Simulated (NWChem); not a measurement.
System: CrO2Cl2; SMILES [O]=[Cr](=[O])([Cl])[Cl]

Input file for NWChem:

```
start job
memory heap 200 mb stack 900 mb global 1100 mb
geometry units angstroms noautosym nocenter noautoz
  Cr     0.000000     0.000000     0.342839
  O      0.000000    -1.256108     1.240616
  O      0.000000     1.256108     1.240616
  Cl     1.754966     0.000000    -0.862440
  Cl    -1.754966     0.000000    -0.862440
end
basis spherical
  * library def2-svpd
end
dft
  xc pbe0
  iterations 150
end
property
  response 1 0.0
end
task dft property
```

Geometry: optimised at B3LYP/6-31G* (spherical d).

Static field.

Give the results of this calculation. (PBE0/def2-SVPD.) Quantities: basis functions; isotropic polarisability (bohr³); anisotropy (bohr³).

number of basis functions: 134
isotropic polarisability (bohr³): 69.4
anisotropy (bohr³): 24.0
